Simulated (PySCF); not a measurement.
## Electron correlation in V (vanadium, neutral)

[Ar] 3d5, high-spin 6S determinant (an excited configuration). Calculation: PySCF 2.14, in def2-QZVPPD (11s6p5d3f2g, 93 functions); the non-relativistic Hamiltonian (point nucleus). Frozen: [Ne]; 13 electrons correlated.

```csv
level,correlation energy (mhartree)
CCSD,-424.22
(T),-16.29
CCSD(T),-440.51
```

Diagnostics: T1 = 0.020, D1 = 0.0441, largest double amplitude 0.030.

Cost of the coupled-cluster step: roughly 60 core-seconds, for 13 correlated electrons.

This basis was not built for core-valence correlation, so the inner-shell part is incomplete.
